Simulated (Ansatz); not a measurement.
Species: C$_{5}$H$_{10}$O, net charge 0, singlet state. SMILES: CCCCC=O
Geometry from a B3LYP-D3(BJ)/def2-TZVP (Ansatz, a program for electronic structure) optimisation:
```
C
H 1 1.0931
H 1 1.0931 2 105.69
C 1 1.5212 2 109.16 3 117.29
H 4 1.0983 1 111.42 2 64.30
H 4 1.0983 5 104.53 1 -120.46
C 4 1.5036 5 106.87 6 -113.07
O 7 1.2038 4 125.09 5 -124.27
H 7 1.1118 8 120.25 4 180.00
C 1 1.5266 2 109.86 3 -118.47
H 10 1.0952 1 109.35 2 -64.19
H 10 1.0952 11 106.08 1 117.82
C 10 1.5257 11 109.53 12 118.12
H 13 1.0914 10 111.47 11 -57.97
H 13 1.0925 14 107.81 10 122.09
H 13 1.0925 14 107.81 15 115.82
```
Charge 0, spin multiplicity 1.

Atomisation energy built up term by term with Ansatz (kcal/mol; UHF references for open shells; valence terms freeze the core; atomic spin-orbit terms are left out). CBS(X,Y): correlation extrapolated as X^-3; Hartree-Fock from the larger set.

```csv
term,basis,kcal/mol
Hartree-Fock,cc-pVQZ,[?]
CCSD correlation,"CBS(cc-pVTZ,cc-pVQZ)",371.25
(T),"CBS(cc-pVTZ,cc-pVQZ)",[?]
core correlation,cc-pwCVTZ,5.94
scalar relativity (X2C),cc-pVTZ-DK against cc-pVTZ,-1.11
sum: De,,[?]
```

**Question.** Some entries are withheld; supply them.

**Answer.** 
- Hartree-Fock, kcal/mol: 1163.49
- (T), kcal/mol: 23.34
- sum: De, kcal/mol: 1562.9
